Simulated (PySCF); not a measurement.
Manganese: highly charged ions in a basis for the neutral atom

Mn¹⁸⁺ [He] 2s2 2p3, Mn¹⁹⁺ [He] 2s2 2p2. Calculation: PySCF 2.14, in 6-31G* (5s4p2d1f, 34 functions); no relativity, point nucleus. No spin-orbit coupling, so a gap to NIST mixes the basis error with missing relativistic terms.

Changed run: basis of the neutral atom used for a highly charged ion. This setting is unsound on purpose.

```
species  method  sound run (hartree)  changed run (hartree)  converged
  Mn¹⁸⁺     UHF              not run             -910.99180        yes
  Mn¹⁸⁺    TPSS              not run             -911.24180        yes
  Mn¹⁸⁺     LDA              not run             -908.85102        yes
  Mn¹⁹⁺     UHF              not run             -858.06260        yes
  Mn¹⁹⁺    TPSS              not run             -858.34579        yes
  Mn¹⁹⁺     LDA              not run             -855.96012        yes
```

Ionisation energy of Mn¹⁸⁺:

```tsv
method	changed run (eV)	NIST (eV)
UHF	1440.3	1430.9 ± 2.2
TPSS	1439.4	1430.9 ± 2.2
LDA	1439.2	1430.9 ± 2.2
```

The contracted functions were made for the neutral atom and can be too rigid for a highly charged ion.
